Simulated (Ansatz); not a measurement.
Abridged output of a molecular run in Ansatz:

```
Functional definition: HF
1607 factors; integrals over basis functions are off by at most 1.0e-3 eV
mean field evaluation 1: about -12107.6075 eV, gradient 3.7e1 eV
mean field evaluation 2: about -12107.9061 eV, gradient 3.7e1 eV
mean field evaluation 4: about -12111.7894 eV, gradient 3.5e0 eV
mean field evaluation 8: about -12111.8410 eV, gradient 3.5e-1 eV
mean field -12111.84137145 eV, -445.1019607000 hartree, gradient 1.8e-6 eV, S^2 0.000000; 0 other end points of the search recorded, 0 dependent functions left out
9 core orbitals not correlated: weight in the atoms' cores, before any rotation towards them, 1.000 or more for the frozen orbitals, at most 0.000 for the correlated occupied ones
reference -12111.84137145 eV, -445.1019607000 hartree; 14, 14 occupied and 255, 255 virtual orbitals, 1607 factors
second order -21.12717107 eV of doubles, -0.00000000 eV of singles
cycle   1  -21.72429757 eV  change   -6.0e-1 eV  update   1.1e-1
cycle   2  -22.32961090 eV  change   -6.1e-1 eV  update   3.2e-2
cycle   3  -22.44597609 eV  change   -1.2e-1 eV  update   1.4e-2
cycle   4  -22.44560270 eV  change    3.7e-4 eV  update   3.7e-3
cycle   5  -22.44678522 eV  change   -1.2e-3 eV  update   1.4e-3
cycle   6  -22.44700123 eV  change   -2.2e-4 eV  update   3.7e-4
cycle   7  -22.44706969 eV  change   -6.8e-5 eV  update   1.2e-4
cycle   8  -22.44712449 eV  change   -5.5e-5 eV  update   3.1e-5
cycle   9  -22.44713042 eV  change   -5.9e-6 eV  update   1.0e-5
perturbative correction -0.99442782 eV, -0.0365445484 hartree
Total energy: -12135.28292970 eV, -445.9634220762 hartree
```

Its atoms:

Cartesian coordinates in Å:
```
C -1.383 1.886 1.855
C -0.941 0.876 0.917
C -0.576 0.031 0.132
Si -0.007 -1.233 -1.047
C 1.841 -1.124 -1.291
H -2.274 2.398 1.484
H -0.604 2.635 2.017
H -1.628 1.438 2.822
H -0.381 -2.574 -0.525
H -0.712 -1.028 -2.341
H 2.121 -0.142 -1.678
H 2.180 -1.883 -2.000
H 2.364 -1.280 -0.345
```

(1) Which basis set was used?
A. def2-TZVPP
B. def2-SVPD
C. cc-pV(Q+d)Z
D. def2-SVP

(2) Write the keys of the input that set method, charge and spin (a neutral closed shell needs none for the last two).

Results:

(1) A. It gives 278 functions.

(2) 
```yaml
correlation: {method: ccsd_t}
```
